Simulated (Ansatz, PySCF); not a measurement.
B(F)(GeH3)(OH) (BFGeH4O), SMILES O[B](F)[GeH3].

Geometry: PBE0-D3(BJ)/def2-SVP. This is a generated structure with no PubChem entry under its InChIKey; it may be hypothetical. One conformer was computed; it need not be the lowest.

Vertical ionisation energy (IE) and electron affinity (EA) in eV. Rows of orbital energies are one-electron estimates. Where ΔSCF, EOM or ADC give a negative EA the extra electron is unbound and the value depends on the basis.

```json
[
 {"level": "−ε(HOMO), −ε(LUMO), HF/def2-TZVP (PySCF)", "IE": "?", "EA": "?"},
 {"level": "−ε(HOMO), −ε(LUMO), PBE/def2-TZVP (PySCF)", "IE": "7.37", "EA": "1.35"},
 {"level": "ΔSCF, CAM-B3LYP/def2-SVPD (Ansatz), final states of multiplicity 2 and 2", "IE": "11.11", "EA": "-1.09"},
 {"level": "ΔSCF, PBE/def2-SVPD (Ansatz), final states of multiplicity 2 and 2", "IE": "10.69", "EA": "-0.86"}
]
```

Problem. What belongs in the gaps? (An estimate is asked for; the answer gives what the named calculation found.)

Solution. 
- −ε(HOMO), −ε(LUMO), HF/def2-TZVP (PySCF), IE: 11.75
- −ε(HOMO), −ε(LUMO), HF/def2-TZVP (PySCF), EA: -2.92

Problem. What vertical singlet–triplet gap does ΔSCF give with CAM-B3LYP/def2-SVPD (Ansatz, a program for electronic structure) and with PBE/def2-SVPD (Ansatz)? (Estimate from the structure and the level; the computed values follow.)

Solution. 5.89 and 5.51 eV (triplet above singlet where positive).
